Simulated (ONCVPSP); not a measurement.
# What the settings do to the ONCV potential of scandium

Base potential:

scandium (Sc), optimised norm-conserving Vanderbilt (ONCV), made with ONCVPSP 4.0.1 (PBE, scalar-relativistic). Core [Ne], reference 3s2 3p6 3d1 4s2. Waves: 3s+4s: rc 2.00 bohr, ncon 5, nbas 9, qcut 7 1/bohr, 2 projectors; 3p: rc 1.75 bohr, ncon 3, nbas 6, qcut 7.1 1/bohr, 1 projector; 3d: rc 2.25 bohr, ncon 4, nbas 9, qcut 6.6 1/bohr, 2 projectors, debl 1 Ha. Local part: polynomial inside 1.10 bohr (lpopt 5, dvloc0 4 Ha). Core correction: polynomial model core, fcfact 0.55.

Cutoffs, loose and tight: the cutoffs (Ha) at which the residual kinetic energy of the hardest occupied pseudo-wave falls to 1 and 0.1 mHa per electron. They do not see the model core or the augmentation charge, which bear on the density cutoff. Test errors are all-electron minus pseudo excitation energies from the reference, over the configurations 3s2 3p6 3d1 4s1; 3s2 3p6 3d1 4s0; 3s2 3p6 3d0 4s0; 3s2 3p6 3d0 4s2 4p1. A dash means not determined; rows that change the core or the reference have their own tests. The largest error is taken over the tests solved by every variant that gives reliable tests at all: 3s2 3p6 3d0 4s2 4p1; 3s2 3p6 3d1 4s0; 3s2 3p6 3d1 4s1.

| change | outcome | cutoff, loose | cutoff, tight | bound ghosts | GHOST(+) flags above zero | largest test error (meV) |
| --- | --- | --- | --- | --- | --- | --- |
| base | generated | 17 Ha | 20 Ha | none | none | +155 |
| p: rc 1.28 | generated | 17 Ha | 20 Ha | none | none | +157 |
| p: rc 1.5 | generated | 17 Ha | 20 Ha | none | none | +159 |
| p: rc 1.62 | generated | 17 Ha | 20 Ha | none | none | +158 |
| p: rc 1.92 | generated | 17 Ha | 19 Ha | none | none | +149 |
| p: rc 2.06 | generated | 17 Ha | 19 Ha | none | none | +143 |

Task: What comes out with this change to the base: p: rc 2.24?

Result: outcome: generated; cutoff, loose: 17 Ha; cutoff, tight: 19 Ha; bound ghosts: none; GHOST(+) flags above zero: none; largest test error (meV): +122.

Task: What comes out with this change to the base: p: rc 2.56?

Result: outcome: generated; cutoff, loose: 17 Ha; cutoff, tight: 19 Ha; bound ghosts: none; GHOST(+) flags above zero: none; largest test error (meV): +78.

Reading the sweep of the p radius (base included, trends over the rows without a ghost): The loose cutoff stays near 17 Ha.
